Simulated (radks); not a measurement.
The numbers below are computed, except where a source is named.
In, 49 electrons, occupied as [Kr] 4d7.5 5s1.5 5p4 (fractional occupations, a model configuration). Level of theory: scalar-relativistic Kohn-Sham, PBE, spin-polarised, spherical densities, finite nucleus; open shells are filled with parallel spins first (spin-orbit coupling, left out, can overturn this in heavy ions); Fermi nuclear charge, rms radius 4.6156 fm (a radial shooting solver on a logarithmic mesh with Libxc functionals).

Local quantities along the radius. ELF = 1/(1 + alpha^2) is the electron localisation function; alpha = (tau - tau_W)/tau_unif compares the Pauli kinetic energy density with that of the uniform gas (summed over spins); -r V(r) is the screened charge that the Kohn-Sham potential of spin up presents (atomic units); s = |grad rho|/(2 (3 pi^2)^(1/3) rho^(4/3)) is the reduced gradient. tau is taken from the large components.

r (bohr)	ELF	alpha	-r V(r)	s
0.001589	0.999	0.02314	48.66	0.6263
0.001836	0.999	0.02350	48.59	0.5965
0.00212	0.999	0.02404	48.52	0.5716
0.002468	0.999	0.02487	48.44	0.5502
0.00285	0.999	0.02593	48.34	0.5342
0.003292	0.999	0.02732	48.23	0.5218
0.003801	0.999	0.02912	48.10	0.5131
0.004425	0.999	0.03160	47.95	0.5075
0.005111	0.999	0.03466	47.78	0.5057
0.005902	0.999	0.03865	47.59	0.5071
0.006817	0.998	0.04390	47.37	0.5121
0.007936	0.997	0.05136	47.09	0.5211
0.009165	0.996	0.06107	46.80	0.5337
0.01058	0.994	0.07457	46.47	0.5504
0.01222	0.991	0.09380	46.09	0.5715
0.01423	0.985	0.1238	45.63	0.5989
0.01643	0.973	0.1670	45.15	0.6294
0.01898	0.948	0.2336	44.60	0.6631
0.02192	0.898	0.3376	43.99	0.6969
0.02552	0.793	0.5106	43.27	0.7248
0.02947	0.637	0.7550	42.50	0.7301
0.03403	0.467	1.069	41.65	0.6959
0.03931	0.350	1.363	40.71	0.6087
0.04576	0.316	1.472	39.62	0.4742
0.05285	0.368	1.309	38.50	0.3559
0.06103	0.490	1.019	37.30	0.2916
0.07048	0.630	0.7662	36.00	0.2887
0.08205	0.730	0.6078	34.51	0.3336
0.09476	0.759	0.5637	32.99	0.4014
0.1094	0.716	0.6299	31.37	0.4762
0.1264	0.585	0.8420	29.65	0.5316
0.1471	0.399	1.228	27.75	0.5162
0.1699	0.309	1.494	25.88	0.3983
0.1962	0.363	1.325	24.00	0.2589
0.2266	0.532	0.9382	22.11	0.2124
0.2638	0.699	0.6558	20.11	0.2681
0.3047	0.768	0.5503	18.23	0.3774
0.3519	0.746	0.5835	16.40	0.5208
0.4064	0.594	0.8274	14.65	0.6755
0.4731	0.302	1.519	12.87	0.7357
0.5464	0.189	2.073	11.26	0.5157
0.631	0.326	1.438	9.882	0.2560
0.7288	0.619	0.7850	8.549	0.2427
0.8484	0.755	0.5696	7.196	0.3687
0.9798	0.738	0.5961	6.013	0.5249
1.132	0.619	0.7841	4.965	0.6895
1.307	0.424	1.165	4.064	0.8238
1.521	0.269	1.649	3.270	0.8423
1.757	0.264	1.669	2.679	0.7232
2.029	0.409	1.202	2.237	0.6273
2.343	0.615	0.7920	1.864	0.6593
2.728	0.731	0.6072	1.523	0.8105
3.151	0.735	0.6010	1.242	1.044
3.639	0.658	0.7205	0.9881	1.383
4.202	0.504	0.9912	0.7699	1.871
4.892	0.293	1.552	0.6098	2.647
5.65	0.129	2.604	0.5202	3.830
6.525	0.041	4.815	0.4365	5.862
7.535	0.010	9.978	0.3273	9.563
8.772	0.002	24.72	0.2090	17.24
10.13	0.000	67.09	0.1210	32.42

On this mesh the ELF has minima near r = 0.046, 0.17, 0.55, 1.8 bohr, which separate the shells, and maxima near 0.095 (0.76), 0.30 (0.77), 0.85 (0.76), 3.2 (0.73).

Self-consistent cycle (total energy in hartree, residual of the potential): 1: -5879.244465, 2e+00; 2: -5879.352351, 2e+00; 3: -5879.462853, 1e-01; 4: -5879.466771, 1e-02; 5: -5879.466275, 2e-03; 6: -5879.466116, 1e-04; 7: -5879.466113, 9e-05; 8: -5879.466113, 1e-05; 9: -5879.466113, 5e-06; 10: -5879.466113, 2e-05; 11: -5879.466113, 5e-07; 12: -5879.466113, 1e-07; 13: -5879.466113, 1e-08; 14: -5879.466113, 4e-09.
